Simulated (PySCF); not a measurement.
Molfile (atoms numbered from 1):
```
C5H14N2Si
     RDKit          3D

 22 22  0  0  0  0  0  0  0  0999 V2000
   -2.9092    1.0304   -0.3712 N   0  0  0  0  0  0  0  0  0  0  0  0
   -2.1025    0.2282    0.5241 C   0  0  0  0  0  0  0  0  0  0  0  0
   -0.9763   -0.4747   -0.2174 C   0  0  2  0  0  0  0  0  0  0  0  0
   -0.2057   -1.4686    0.6626 C   0  0  0  0  0  0  0  0  0  0  0  0
    1.2253   -1.3804    0.1490 C   0  0  0  0  0  0  0  0  0  0  0  0
    1.3601    0.0246   -0.1735 N   0  0  0  0  0  0  0  0  0  0  0  0
    2.8552    0.8900   -0.2544 Si  0  0  0  0  0  4  0  0  0  0  0  0
    0.1128    0.4906   -0.7519 C   0  0  0  0  0  0  0  0  0  0  0  0
   -2.3523    1.7822   -0.7735 H   0  0  0  0  0  0  0  0  0  0  0  0
   -3.6675    1.4814    0.1351 H   0  0  0  0  0  0  0  0  0  0  0  0
   -2.7528   -0.5391    0.9789 H   0  0  0  0  0  0  0  0  0  0  0  0
   -1.6494    0.7909    1.3722 H   0  0  0  0  0  0  0  0  0  0  0  0
   -1.4321   -1.0030   -1.0702 H   0  0  0  0  0  0  0  0  0  0  0  0
   -0.6226   -2.4856    0.6149 H   0  0  0  0  0  0  0  0  0  0  0  0
   -0.2340   -1.1386    1.7144 H   0  0  0  0  0  0  0  0  0  0  0  0
    1.9755   -1.6882    0.8952 H   0  0  0  0  0  0  0  0  0  0  0  0
    1.3570   -2.0371   -0.7376 H   0  0  0  0  0  0  0  0  0  0  0  0
    2.5584    2.3417   -0.0487 H   0  0  0  0  0  0  0  0  0  0  0  0
    3.7477    0.3710    0.8269 H   0  0  0  0  0  0  0  0  0  0  0  0
    3.6047    0.7711   -1.5526 H   0  0  0  0  0  0  0  0  0  0  0  0
   -0.0756    1.5385   -0.4527 H   0  0  0  0  0  0  0  0  0  0  0  0
    0.1227    0.4744   -1.8601 H   0  0  0  0  0  0  0  0  0  0  0  0
  1  2  1  0
  2  3  1  0
  3  4  1  0
  4  5  1  0
  5  6  1  0
  6  7  1  0
  6  8  1  0
  8  3  1  0
  1  9  1  0
  1 10  1  0
  2 11  1  0
  2 12  1  0
  3 13  1  6
  4 14  1  0
  4 15  1  0
  5 16  1  0
  5 17  1  0
  7 18  1  0
  7 19  1  0
  7 20  1  0
  8 21  1  0
  8 22  1  0
M  END
```

Geometry: PBE0-D3(BJ)/def2-SVP; GIAO absolute shieldings from PySCF 2.14, gas phase, non-relativistic, averaged over equivalent atoms.

At HF/pcSseg-1 (213 basis functions, 37 s wall time on 1 thread of an Arm Neoverse N1, shared host):
| atoms | σ (ppm) |
| --- | --- |
| N1 | 239.1 |
| N6 | 252.9 |
| C8 | 143.5 |
| C2 | 144.5 |
| C5 | 145.3 |
| C3 | 153.3 |
| C4 | 159.5 |
| Si7 | 444.9 |
| H18/H19/H20 | 27.54 |
| H16 | 28.97 |
| H22 | 29.11 |
| H11 | 29.24 |
| H17 | 29.34 |
| H21 | 29.43 |
| H12 | 29.59 |
| H13 | 29.81 |
| H14 | 30.18 |
| H15 | 30.80 |
| H9/H10 | 31.31 |

Estimate the result of repeating the calculation with PBE0/pcSseg-1.

Answers


```tsv
atoms	σ at PBE0/pcSseg-1	change
N1	229.0	-10.1
N6	231.5	-21.4
C8	129.9	-13.6
C2	132.2	-12.3
C5	131.9	-13.4
C3	140.3	-13.0
C4	149.7	-9.8
Si7	406.6	-38.3
H18/H19/H20	26.66	-0.88
H16	28.34	-0.63
H22	28.32	-0.79
H11	28.55	-0.69
H17	28.55	-0.79
H21	28.69	-0.74
H12	28.75	-0.84
H13	29.10	-0.71
H14	29.57	-0.61
H15	30.19	-0.61
H9/H10	31.00	-0.31
```

The largest change is at Si7 (silicon bonded to N, 3 H). Cost: 213 basis functions, 74 s wall time on 1 thread of an Arm Neoverse N1, shared host. The order of the carbon signals changes between the two levels.
